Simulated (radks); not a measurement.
The numbers below are computed, except where a source is named.
Dipole-allowed excitations along the series with 18 electrons in [Ar]. Code: a radial shooting solver on a logarithmic mesh with Libxc functionals. Model: non-relativistic Kohn-Sham, LDA (Slater exchange, VWN5 correlation), spin-polarised, spherical densities, point nucleus. Time-dependent linear response with the Hartree and adiabatic LDA kernel, continuum included through the Sternheimer equations. Lines are the poles of the dipole polarisability below minus the highest occupied eigenvalue, found on a grid refined at the orbital gaps; the lowest seven at most are given, and weak or close lines can be missed. The first line takes the name of the lowest orbital gap if no other gap lies below it; otherwise a line is named after a gap within 0.6 % of it, if that gap stands alone.

Ca2+: -e(HOMO) (eV) 43.126; lowest orbital gap (eV) 3p-3d 26.885; first line (eV) 28.889 (3p-4s); f 0.498; strongest line (eV) 33.444 (unassigned); its f 3.14; static alpha (bohr^3) 3.350
Sc3+: -e(HOMO) (eV) 64.616; lowest orbital gap (eV) 3p-3d 31.896; first line (eV) 40.020 (3p-4s); f 1.32; strongest line (eV) 41.737 (unassigned); its f 3.21; static alpha (bohr^3) 2.170
Ti4+: -e(HOMO) (eV) 89.357; lowest orbital gap (eV) 3p-3d 36.573; first line (eV) 48.284 (3p-3d); f 4.27; strongest line (eV) the first; its f 4.27; static alpha (bohr^3) 1.503
V5+: -e(HOMO) (eV) 117.29; lowest orbital gap (eV) 3p-3d 41.058; first line (eV) 54.431 (3p-3d); f 3.80; strongest line (eV) the first; its f 3.80; static alpha (bohr^3) 1.090
